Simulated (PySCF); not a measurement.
Molfile (atoms numbered from 1):
```
C3H8O3S
     RDKit          3D

 15 14  0  0  0  0  0  0  0  0999 V2000
   -1.7857    0.5970   -0.0698 C   0  0  0  0  0  0  0  0  0  0  0  0
   -0.9921   -0.6952    0.0446 C   0  0  0  0  0  0  0  0  0  0  0  0
    0.4234   -0.6328   -0.5129 C   0  0  0  0  0  0  0  0  0  0  0  0
    1.4667    0.4591    0.4417 S   0  0  0  0  0  6  0  0  0  0  0  0
    1.1717    1.8353    0.1091 O   0  0  0  0  0  0  0  0  0  0  0  0
    1.4930   -0.0051    1.8208 O   0  0  0  0  0  0  0  0  0  0  0  0
    2.9266    0.1189   -0.1955 O   0  0  0  0  0  0  0  0  0  0  0  0
   -1.8404    0.9417   -1.1143 H   0  0  0  0  0  0  0  0  0  0  0  0
   -1.3306    1.4071    0.5171 H   0  0  0  0  0  0  0  0  0  0  0  0
   -2.8137    0.4492    0.2913 H   0  0  0  0  0  0  0  0  0  0  0  0
   -1.5080   -1.5064   -0.4949 H   0  0  0  0  0  0  0  0  0  0  0  0
   -0.9315   -1.0163    1.0974 H   0  0  0  0  0  0  0  0  0  0  0  0
    0.4657   -0.2558   -1.5459 H   0  0  0  0  0  0  0  0  0  0  0  0
    0.9209   -1.6122   -0.4689 H   0  0  0  0  0  0  0  0  0  0  0  0
    3.4218   -0.3596    0.4872 H   0  0  0  0  0  0  0  0  0  0  0  0
  1  2  1  0
  2  3  1  0
  3  4  1  0
  4  5  2  0
  4  6  2  0
  4  7  1  0
  1  8  1  0
  1  9  1  0
  1 10  1  0
  2 11  1  0
  2 12  1  0
  3 13  1  0
  3 14  1  0
  7 15  1  0
M  END
```

Geometry: PBE0-D3(BJ)/def2-SVP; GIAO shifts from PySCF 2.14.0 with density-fitted response routines, gas phase, non-relativistic, averaged over equivalent atoms.

At PBE0/def2-SVP (142 basis functions, 15 s wall time on 1 thread of an x86-64 server CPU, shared host):
| atoms | δ (ppm) |
| --- | --- |
| C3 | 57.1 |
| C2 | 17.3 |
| C1 | 12.2 |
| S4 | 329.4 |
| O5/O6 | 230.9 |
| O7 | 203.5 |
| H15 | 3.88 |
| H13/H14 | 2.73 |
| H11/H12 | 1.64 |
| H8/H9/H10 | 1.02 |

Scale: TMS for 13C (σ = 193.72 ppm), 1H (σ = 31.34 ppm); CS2 for 33S (σ = 567.50 ppm); 17O (σ = 343.04 ppm) vs H2O (reference shieldings calculated alike).

Q: Estimate the result of repeating the calculation with WP04/pcSseg-1.

A: 
| atoms | δ at WP04/pcSseg-1 | change |
| --- | --- | --- |
| C3 | 63.4 | +6.3 |
| C2 | 22.7 | +5.4 |
| C1 | 15.6 | +3.4 |
| S4 | 331.4 | +2.0 |
| O5/O6 | 241.3 | +10.4 |
| O7 | 212.0 | +8.5 |
| H15 | 4.77 | +0.89 |
| H13/H14 | 2.94 | +0.21 |
| H11/H12 | 1.75 | +0.11 |
| H8/H9/H10 | 1.21 | +0.19 |

Chemical shifts δ = σref − σ; TMS for 13C (σ = 172.44 ppm) and 1H (σ = 31.56 ppm); 33S (σ = 462.27 ppm) vs CS2; 17O (σ = 317.54 ppm) against H2O, all at this level.

The largest change is at O5/O6 (S=O oxygen). Cost: 166 basis functions, 27 s wall time on 1 thread of an x86-64 server CPU, shared host. The order of the carbon signals is the same at both levels.

Experimental scales use liquid or dissolved standards, which lie at an offset from isolated H2O (liquid H2O: subtract about 36 ppm).
